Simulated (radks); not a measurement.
Question: Hf+, 71 electrons, occupied as [Xe] 4f14 6s2 6p(1/2: 1, 3/2: 0) (not the ground configuration). All-electron calculation, Dirac Kohn-Sham, BLYP, spin-unpolarised, spherical densities, finite nucleus; Fermi nuclear charge, rms radius 5.347 fm. Program: a radial shooting solver on a logarithmic mesh with Libxc functionals. Some entries of the table are withheld. Estimate them.

orbital  occ.  eigenvalue (hartree)  r(max) (bohr)
1s1/2       2             -2395.983        0.01190
2s1/2       2             -409.9191        0.06826
2p1/2       2                   (1)            (2)
2p3/2       4                   (3)            (4)
3s1/2       2             -93.75439         0.1924
3p1/2       2             -85.62220         0.1804
3p3/2       4             -76.23389         0.1940
3d3/2       4             -62.43400         0.1523
3d5/2       6             -60.38602         0.1561
4s1/2       2             -19.25841         0.4378
4p1/2       2             -15.92416         0.4382
4p3/2       4             -13.77466         0.4673
4d3/2       4                   (5)         0.4659
4d5/2       6                   (6)         0.4752
5s1/2       2              -2.93141          1.015
5p1/2       2              -1.97895          1.095
5p3/2       4              -1.68502          1.180
4f5/2       6              -1.12758            (7)
4f7/2       8              -1.06333            (8)
6s1/2       2              -0.48824          2.643
6p1/2       1              -0.31010            (9)
6p3/2       0              -0.27944           (10)

Answer: 
(1) 2p1/2 eigenvalue (hartree): -391.6212
(2) 2p1/2 r(max) (bohr): 0.05091
(3) 2p3/2 eigenvalue (hartree): -347.8096
(4) 2p3/2 r(max) (bohr): 0.05754
(5) 4d3/2 eigenvalue (hartree): -8.28775
(6) 4d5/2 eigenvalue (hartree): -7.89424
(7) 4f5/2 r(max) (bohr): 0.4518
(8) 4f7/2 r(max) (bohr): 0.4570
(9) 6p1/2 r(max) (bohr): 3.174
(10) 6p3/2 r(max) (bohr): 3.421
